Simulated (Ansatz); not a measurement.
Basis-set extrapolation for CH6AlBSi, SMILES `[BH]1C[SiH2][AlH]1` (PBE0-D4/def2-TZVP geometry, frozen core, Ansatz 0.2.0). Multiplicity 1, RHF reference.

```
                      def2-TZVPP   def2-QZVPP
                 HF  -596.853785  -596.872285
    MP2 correlation    -0.485639    -0.517041
CCSD(T) correlation    -0.558804      not run
```

Energies in hartree. Use E(X) = E(∞) + A·exp(−7.88·√X) for Hartree–Fock and E(X) = E(∞) + B·X^(−2.97) for correlation, with X = 3 and 4, and add CCSD(T) minus MP2 of the smaller set to the MP2 limit.

What is the CCSD(T) energy at the basis-set limit?

HF limit: -596.872285 + (-0.018500) × 0.13774 = -596.87483. MP2 limit: -0.517041 + (-0.031402) × 0.74074 = -0.54030. Higher-order term: -0.558804 − (-0.485639) = -0.07316. Total: -597.48829 hartree, 47.5 kcal/mol below CCSD(T)/def2-TZVPP.
